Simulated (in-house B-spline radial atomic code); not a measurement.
# Sm8+: [He] 2s1 2p6 3s2 3p6 3d10 4s2 4p6 4d10 4f4 5s2 5p3 (with a hole in an inner shell)

Computed with an all-electron radial atomic-structure program (B-spline basis): Dirac-Hartree-Fock, average of configuration, Fermi nucleus of rms radius 5.0819 fm.

Z_r = [3n² - l(l+1)]/(2<r>); Z_e = n√(-2ε); the last column is Slater's effective charge. Values are occupation-weighted means over j. An effective charge above Z reflects the relativistic contraction of the inner shells.

```json
{"shell": "1s", "electrons": "2", "ε (eV)": "-47463", "<r> (bohr)": "0.02274", "Z_r": "65.97", "Z_e": "59.06", "Slater": "61.70"}
{"shell": "2s", "electrons": "1", "ε (eV)": "-8098.6", "<r> (bohr)": "0.09634", "Z_r": "62.28", "Z_e": "48.80", "Slater": "58.20"}
{"shell": "2p", "electrons": "6", "ε (eV)": "-7255.7", "<r> (bohr)": "0.08474", "Z_r": "59.01", "Z_e": "46.19", "Slater": "58.20"}
{"shell": "3s", "electrons": "2", "ε (eV)": "-1941.6", "<r> (bohr)": "0.2509", "Z_r": "53.80", "Z_e": "35.84", "Slater": "51.60"}
{"shell": "3p", "electrons": "6", "ε (eV)": "-1679.4", "<r> (bohr)": "0.2487", "Z_r": "50.26", "Z_e": "33.33", "Slater": "51.60"}
{"shell": "3d", "electrons": "10", "ε (eV)": "-1313.1", "<r> (bohr)": "0.2261", "Z_r": "46.44", "Z_e": "29.47", "Slater": "41.85"}
{"shell": "4s", "electrons": "2", "ε (eV)": "-514.15", "<r> (bohr)": "0.5674", "Z_r": "42.30", "Z_e": "24.59", "Slater": "35.25"}
{"shell": "4p", "electrons": "6", "ε (eV)": "-422.19", "<r> (bohr)": "0.5964", "Z_r": "38.56", "Z_e": "22.28", "Slater": "35.25"}
{"shell": "4d", "electrons": "10", "ε (eV)": "-286.28", "<r> (bohr)": "0.6403", "Z_r": "32.80", "Z_e": "18.35", "Slater": "23.85"}
{"shell": "5s", "electrons": "2", "ε (eV)": "-161.84", "<r> (bohr)": "1.26", "Z_r": "29.77", "Z_e": "17.24", "Slater": "14.90"}
{"shell": "4f", "electrons": "4", "ε (eV)": "-142.98", "<r> (bohr)": "0.7359", "Z_r": "24.46", "Z_e": "12.97", "Slater": "15.95"}
{"shell": "5p", "electrons": "3", "ε (eV)": "-135.54", "<r> (bohr)": "1.375", "Z_r": "26.55", "Z_e": "15.78", "Slater": "14.90"}
```

The least bound orbital is 5p3/2 at -133.6 eV, and it is also the most diffuse (<r> = 1.392 bohr). The part-filled 2s shell lies below the filled 5s shell in orbital energy.

Spin-orbit splittings of the orbital energies (j = l + 1/2 above j = l - 1/2 when positive): 2p 612.2 eV, 3p 128.9 eV, 3d 28.43 eV, 4p 29.33 eV, 4d 5.561 eV, 4f 0.7769 eV, 5p 5.691 eV.

For the 1s electron the small component carries 5.31 % of the norm, the zero-frequency Breit interaction raises the level by 132.7 eV, self-energy by 80.76 eV, and vacuum polarisation lowers it by 12.78 eV.
